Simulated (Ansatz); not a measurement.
# Match the barriers

Saddle point of Si4H10F2, closed shell (Si₄H₉F ([F][Si]([SiH3])([SiH3])[SiH3]) + HF → Si₃H₆F₂ ([F][Si]([F])([SiH3])[SiH3]) + SiH₄; bonds formed: Si1–F7, Si2–H6; bonds broken: Si1–Si2, H6–F7), PBE0-D4/def2-TZVP structure:

```
atom    x (Å)    y (Å)    z (Å)
 Si1  -0.1818  -0.0654  -0.3476
 Si2  -0.7026   1.3053   1.8145
 Si3  -0.6587  -2.3482  -0.2266
 Si4   1.2860   0.9632  -1.8446
  F5  -1.6375   0.6209  -0.6886
  H6   0.5787   0.2446   1.1976
  F7   1.4741  -0.5011   0.7561
  H8   0.1275   1.4248   3.0431
  H9  -0.8539   2.6301   1.1736
 H10  -2.0022   0.6764   2.1380
 H11  -0.9577  -2.6983   1.1870
 H12  -1.8306  -2.6929  -1.0740
 H13   0.5366  -3.1021  -0.6817
 H14   0.5741   1.4165  -3.0682
 H15   2.3458  -0.0123  -2.2052
 H16   1.9025   2.1385  -1.1736
```

Ansatz 0.2.0; basis: def2-TZVPP, with def2-QZVPP for the basis limit; cores frozen in the correlated methods. Extrapolation: Hartree–Fock as exp(−7.88 √X), correlation as X^−2.97. Four methods, as single points on the PBE0-D4 structures, gave these electronic barriers from the start structure: 0.925, 1.405, 1.687, 2.173 eV.

The methods were, in alphabetical order, BHLYP-D4, HF, PBE0-D4, SPW92. Which gave which? (A judgement: the text doesn't fix the answer.)

By the calculation: SPW92 0.925; PBE0-D4 1.405; BHLYP-D4 1.687; HF 2.173 eV. For comparison, CCSD(T) at an estimated basis limit (MP2 extrapolated from triple and quadruple zeta, plus CCSD(T) − MP2 in triple zeta) gives 1.538 eV.

T1 diagnostic: at most 0.015.

Labels in which every atom is bracketed show which atoms are joined, not bond orders.

For scale, one of the runs: CCSD(T)/def2-TZVPP, 370 basis functions, launched by `ansatz run in.yaml --threads 2 --pin off --events-out ev --progress --plain --max-ram 32768MiB --backend cuda --devices 0, --max-vram 18GiB`. Time: 28 s of wall clock on 2 CPU threads of an AMD EPYC 7R13 and a share of one NVIDIA H100; the host was shared. Peak host memory: 0.85 GiB.
